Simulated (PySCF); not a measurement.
Electron correlation in Pt²⁺ (platinum, charge +2)

[Xe] 4f14 5d7 6s1, high-spin 5F determinant (an excited configuration). All numbers are calculated (PySCF 2.14, scalar relativity by spin-free X2C-1e, in x2c-TZVPPall with one added diffuse shell each of s, p, d, f type (12s8p8d4f1g, 113 functions)). Frozen: [Xe] 4f14; 8 electrons correlated.

MP2 pair energies summed by pair of shells (mhartree):

```tsv
pair	energy	share (%)
5d-5d	-130.84	78.7
5d-6s	-35.48	21.3
```

Total MP2 correlation energy: -166.32 mhartree.

Same-spin part -74.48 and opposite-spin part -91.84 mhartree; SCS-MP2 scales them by 1/3 and 6/5 to -135.03 mhartree.
